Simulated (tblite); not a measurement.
Species: C₆H₁₃FNP.
Atom-mapped SMILES: `[CH3:1][CH2:2][CH2:3][P@:4]1(=[NH:5])[CH2:6][C@@H:7]([F:8])[CH2:9]1` (hydrogens: H10, H11, H12 on C1; H13, H14 on C2; H15, H16 on C3; H17 on N5; H18, H19 on C6; H20 on C7; H21, H22 on C9)

Geometry (GFN2-xTB, Å), atoms numbered from 1 in this order:
```
atom  x, y, z in Å
C1    -2.4726   -0.1812    0.1884
C2    -1.9486    1.0502   -0.5342
C3    -0.5369    0.8184   -1.0546
P4     0.6214    0.4778    0.3543
N5     0.5245    1.2207    1.7130
C6     2.2615    0.1464   -0.5127
C7     1.9506   -1.3549   -0.4820
F8     3.0271   -2.1257   -0.1116
C9     0.8299   -1.3407    0.5683
H10   -1.8373   -0.3923    1.0488
H11   -3.4875   -0.0167    0.5417
H12   -2.4740   -1.0457   -0.4730
H13   -2.6086    1.3117   -1.3653
H14   -1.9367    1.8923    0.1630
H15   -0.5037   -0.0133   -1.7602
H16   -0.1583    1.7134   -1.5594
H17    0.3082    2.2056    1.6772
H18    3.0780    0.3684    0.1768
H19    2.4896    0.5643   -1.4902
H20    1.6247   -1.7469   -1.4515
H21    1.2377   -1.5108    1.5659
H22    0.0005   -2.0215    0.3937
```

Calculated harmonic vibrations of the isolated species, GFN2-xTB (tblite), most abundant isotopes, no scaling. The method is semi-empirical: single wavenumbers can be off by several per cent or more. One conformer, not necessarily the lowest.

Harmonic wavenumbers (cm⁻¹): 65.0, 84.7, 107.0, 152.7, 184.5, 220.0, 254.1, 270.1, 298.5, 346.4, 386.2, 403.1, 443.3, 503.9, 632.7, 666.1, 694.1, 741.8, 767.8, 823.9, 852.5, 880.4, 924.0, 940.9, 969.8, 1000.4, 1039.9, 1047.6, 1062.2, 1115.8, 1140.1, 1150.3, 1176.5, 1182.5, 1223.4, 1230.7, 1240.3, 1267.0, 1308.7, 1338.3, 1406.7, 1408.9, 1419.0, 1425.7, 1480.8, 1494.9, 1497.6, 2924.5, 2926.4, 2956.6, 2966.0, 2973.3, 2981.7, 2985.6, 3007.0, 3008.1, 3009.7, 3024.3, 3044.0, 3414.7.

A = 2446, B = 836.1, C = 781.2 MHz; mass 149.077 u (most abundant isotopes); point group C1, symmetry number 1.

Task: What is the zero-point energy?

Result: Half the sum of the wavenumbers: 39746 cm⁻¹ = 475.47 kJ/mol.

Task: Give the ideal-gas entropy at 350 K and 1 bar in the rigid-rotor, harmonic-oscillator model (classical rotation).

Result: Translation 174.60, rotation 126.21, vibration 154.92: S = 455.7 J/(mol K).

Task: And Cp and H(350 K) − H(0)?

Result: Cp = 206.52 J/(mol K), of which vibrations give 173.27 (their classical limit is 60 R = 498.9); H(350 K) − H(0) = 41.33 kJ/mol without the zero-point energy, 29.69 from vibrations.

Task: Blend soft modes into free rotors: weight 1/[1 + (100 cm⁻¹/ν̃)⁴] for the oscillator and the rest for a rotor with moment μB/(μ + B), μ = h/(8π²ν), B = 10⁻⁴⁴ kg m². What vibrational entropy results?

Result: 146.76 J/(mol K) in place of 154.92, which changes −T·S at 350 K by +2.85 kJ/mol.

Task: Which modes carry the vibrational entropy at 350 K?

Result: 65.0 cm⁻¹: 19.31; 84.7 cm⁻¹: 17.13; 107.0 cm⁻¹: 15.21; 152.7 cm⁻¹: 12.32; 184.5 cm⁻¹: 10.81; 220.0 cm⁻¹: 9.43 J/(mol K); the other 54 give 70.71 together.

Hindered rotation and anharmonicity are outside this model. Other conformers, if any are populated, would add a mixing term that is left out. The structure is chiral; the term R ln 2 for an equal mix with its mirror image is left out.
